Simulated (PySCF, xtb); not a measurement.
CBr, SMILES [C]Br (connectivity only; charge and spin as stated), neutral, multiplicity 2.

Harmonic wavenumbers (cm⁻¹) from GFN2-xTB (xtb) at its own minimum, in rising order: 851.

Problem. What does B3LYP-D3(BJ)/def2-TZVPD in PySCF give at its own minimum? (Estimate from the structure and the level; the computed values follow.)

Solution. 711. Paired by order, the mean absolute difference is 140 cm⁻¹ and the zero-point energies are 1.2 and 1.0 kcal/mol.
